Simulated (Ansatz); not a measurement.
C2H6O, charge +1, doublet, geometry from GFN2-xTB (a state made from the parent by changing its charge; the spin is typed, not shown lowest); WB97X/def2-SVPD (Ansatz, an electronic-structure program).

Ansatz was given this input:
Ansatz 0.2 input:
```yaml
crystal:
  periodic: [false, false, false]
  atoms:
    - {symbol: C, position_ang: [1.20375736, -0.11633576, 0.01209633]}
    - {symbol: O, position_ang: [-0.02342911, 0.46081830, -0.13995856]}
    - {symbol: C, position_ang: [-1.18692692, -0.21469587, 0.08844375]}
    - {symbol: H, position_ang: [1.18320292, -1.16278172, 0.33135107]}
    - {symbol: H, position_ang: [1.80128557, 0.50368662, 0.71025579]}
    - {symbol: H, position_ang: [1.76939206, 0.00272769, -0.93382947]}
    - {symbol: H, position_ang: [-1.06027273, -1.25508521, 0.40299733]}
    - {symbol: H, position_ang: [-1.81952555, -0.14493143, -0.81921600]}
    - {symbol: H, position_ang: [-1.78763204, 0.35602751, 0.82486925]}
basis:
  gaussian:
    orbitals: def2-SVPD
hamiltonian:
  xc: {name: wB97X}
total_charge: 1
magnetization: {spin_polarized: true, initial_magnetization: 1}
```

Predict the main parts of the log of this Ansatz run.


```
Functional definition: wB97X
907 factors; their error is unknown
388 factors; integrals over basis functions are off by at most 9.1e-6 eV
mean field evaluation 1: about -4199.1250 eV, gradient 3.5e1 eV
mean field evaluation 2: about -4199.8037 eV, gradient 3.6e1 eV
mean field evaluation 4: about -4204.4973 eV, gradient 1.9e0 eV
mean field evaluation 8: about -4204.5322 eV, gradient 3.6e-2 eV
mean field evaluation 16: about -4204.5019 eV, gradient 7.6e-5 eV
mean field -4204.50190581 eV, -154.5125951247 hartree, gradient 7.6e-5 eV, S^2 0.754802; 0 other end points of the search recorded, 0 dependent functions left out
reference -4204.50187698 eV, -154.5125940655 hartree; 13, 12 occupied and 98, 99 virtual orbitals, 907 factors
Total energy: -4204.50187698 eV, -154.5125940655 hartree
```
